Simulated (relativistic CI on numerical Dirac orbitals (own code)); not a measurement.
**Electric-dipole transitions in Os⁶⁶⁺**

These numbers are calculated, not measured: Dirac-Coulomb-Breit CI, separate exchange-only KLI orbitals for each configuration, model QED, unscaled Slater integrals (own radial code, finite nucleus).

CI space (outside the closed core 1s2): 2s2 2p6, 2s2 2p5 3s, 2s2 2p5 3p, 2s2 2p5 3d, 2s 2p6 3s, 2s 2p6 3p, 2s 2p6 3d, 2s2 2p5 4s, 2s2 2p5 4p, 2s2 2p5 4d, 2s2 2p5 4f, 2s2 2p4 3s2, 2s2 2p4 3s 3p, 2s 2p6 4s, 2s2 2p5 5s, 2s2 2p5 5p, 2s 2p6 4p, 2s2 2p4 3s 3d, 2s2 2p5 5d, 2s2 2p4 3p2, 2s2 2p5 5f, 2s2 2p5 5g, 2s 2p6 4d, 2s 2p6 4f, 2s2 2p4 3p 3d, 2s 2p5 3s2, 2s2 2p4 3d2, 2s 2p5 3s 3p, 2s 2p5 3s 3d, 2s 2p5 3p2, 2s 2p6 5s, 2s 2p5 3p 3d, 2s 2p6 5p, 2s 2p6 5d, 2s 2p6 5f, 2s 2p6 5g. Levels of other configurations are missing.

```csv
λ vac (Å),Lower,Upper,A (s⁻¹),log gf,S velocity/length
1.1145,2s2 2p6 1S_0 [1],2s2 2p5 3d 3D°_1 [29],1.74e+15,-0.01,1.00
1.2819,2s2 2p6 1S_0 [1],2s2 2p5 3d 1P°_1 [17],3.13e+15,0.36,1.00
3.7470,2s2 2p5 3p 3D_3 [6],2s2 2p5 4d 3F°_4 [50],1.42e+14,0.43,1.00
3.7551,2s2 2p5 3p 3P_2 [8],2s2 2p5 4d 3D°_3 [52],1.13e+14,0.22,1.00
3.9059,2s2 2p5 3d 3F°_2 [28],2s2 2p5 4f 3G_3 [104],2.75e+14,0.64,0.99
3.9111,2s2 2p5 3d 3F°_3 [12],2s2 2p5 4f 3G_4 [55],2.74e+14,0.75,0.99
3.9176,2s2 2p5 3d 3D°_2 [13],2s2 2p5 4f 3F_3 [57],2.17e+14,0.54,0.99
4.0067,2s2 2p5 3d 3F°_4 [14],2s2 2p5 4f 3G_5 [58],2.85e+14,0.88,0.99
4.0096,2s2 2p5 3d 3P°_2 [30],2s2 2p5 4f 3D_3 [107],2.72e+14,0.66,0.99
4.0116,2s 2p6 3d 3D_3 [36],2s 2p6 4f 3F°_4 [120],2.85e+14,0.79,1.00
4.0130,2s2 2p5 3d 1D°_2 [15],2s2 2p5 4f 1F_3 [60],2.35e+14,0.60,0.99
4.0142,2s2 2p5 3d 3F°_3 [31],2s2 2p5 4f 3G_4 [106],2.85e+14,0.79,0.99
4.0253,2s2 2p5 3d 3D°_3 [16],2s2 2p5 4f 3F_4 [61],2.53e+14,0.74,0.99
4.0675,2s2 2p5 3d 1P°_1 [17],2s2 2p5 4f 1D_2 [59],2.29e+14,0.45,0.98
8.6423,2s2 2p5 4d 3F°_4 [50],2s2 2p5 5f 3G_5 [86],5.19e+13,0.81,1.01
8.8518,2s2 2p5 4f 3G_4 [55],2s2 2p5 5g 3H°_5 [91],8.41e+13,1.04,1.00
8.8670,2s2 2p5 4f 3F_3 [57],2s2 2p5 5g 3G°_4 [93],7.47e+13,0.90,1.00
8.9357,2s2 2p5 4f 3G_5 [58],2s2 2p5 5g 3H°_6 [94],8.59e+13,1.13,1.00
8.9484,2s2 2p5 4f 1F_3 [60],2s2 2p5 5g 1G°_4 [96],7.65e+13,0.92,1.00
8.9534,2s2 2p5 4f 3F_4 [61],2s2 2p5 5g 3G°_5 [97],7.99e+13,1.02,1.00
```

Terms are leading LS components. Brackets give the number of a level in order of energy, since labels repeat. The list gives strong lines, with weight on those to low levels, among the lowest 157 of 838 levels, so that lines to higher ones, which can be the strongest, are missing. Levels whose partners in the same complex of configurations lie outside the list can be far off, and so can their lines. Rates are taken at the computed energies, electric ones in the length gauge. A velocity-to-length ratio far from 1 marks an uncertain rate.

At this charge energies of transitions that change n are usually good to better than 1 %, and those within a shell (Δn = 0) to a few per cent.

From the table, what is the radiative lifetime of 2s2 2p5 3d 3D°_1?

The listed rates from this level add up to about 1.74e+15 s⁻¹, 100 % of its decay; with all channels τ = 5.74e-16 s.

LS names give the leading component of a level, which can be under half, so a name can repeat, a term be missing and a line seem to break the LS rules.
